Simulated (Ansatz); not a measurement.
Basis-set extrapolation for CH$_{10}$N$_{2}$Si$_{2}$, SMILES `N[SiH2]C[SiH2]N` (PBE0-D4/def2-TZVP geometry, frozen core, the Gaussian-basis code of Ansatz). Multiplicity 1, RHF reference.

```
                      def2-TZVPP   def2-QZVPP
                 HF  -730.617676  -730.643984
    MP2 correlation    -0.862298    -0.923467
CCSD(T) correlation    -0.955555      not run
```

Energies in hartree. Use E(X) = E(∞) + A·exp(−7.88·√X) for Hartree–Fock and E(X) = E(∞) + B·X^(−2.97) for correlation, with X = 3 and 4, and add CCSD(T) minus MP2 of the smaller set to the MP2 limit.

What is the CCSD(T) energy at the basis-set limit?

HF limit: -730.643984 + (-0.026308) × 0.13774 = -730.64761. MP2 limit: -0.923467 + (-0.061169) × 0.74074 = -0.96878. Higher-order term: -0.955555 − (-0.862298) = -0.09326. Total: -731.70965 hartree, 358.2 kJ/mol below CCSD(T)/def2-TZVPP.
